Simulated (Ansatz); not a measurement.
`P[Se][SiH2][SeH]` + fluoromethane → `F[SiH2][SeH]` + `C[Se]P`  (formal exchange of groups at the Si–Se bond)

Isolated molecules relaxed with PBE0-D4/def2-TZVP in Ansatz; ΔE leaves out vibrations. CCSD(T)/CBS adds triple-zeta CCSD(T) − MP2 to the extrapolated MP2 energy (def2 sets, frozen cores). This one scheme is used for every species. Functionals use def2-TZVPP. For Se outer-core shells are correlated without core-valence functions, which leaves a few kJ/mol of doubt a bond. Scalar relativity is left out up to krypton. Each species was taken in one conformer, which may not be the lowest.

(1) Is it downhill or uphill in electronic energy at CCSD(T)/CBS, and by how much? (Best estimate.)

(2) What do these levels give: revPBE-D4, PBE0-D4, r2SCANh-D4, HF/def2-QZVPP, MP2/def2-QZVPP, HF/CBS(def2)? (Estimate.)

Largest T1 diagnostic among the species: 0.010.

## Answers

(1) Computed: Downhill: ΔE = -28.6 kcal/mol.

(2) The calculation gave: revPBE-D4 -25.0, PBE0-D4 -25.4, r2SCANh-D4 -27.8, HF/def2-QZVPP -29.9, MP2/def2-QZVPP -29.8, HF/CBS(def2) -30.0 kcal/mol.

The D4 term adds +1.7 kcal/mol with B3LYP and +1.0 kcal/mol with PBE0; it sums over pairs of atoms, weighted by their polarisabilities, and B3LYP, whose exchange is more repulsive, gets the larger term. At CCSD(T), def2-SVP lies +4.9 kcal/mol from the extrapolated value and def2-TZVPP −0.3 kcal/mol.

B3LYP here is the variant with VWN-RPA as its local correlation; programs differ in this.
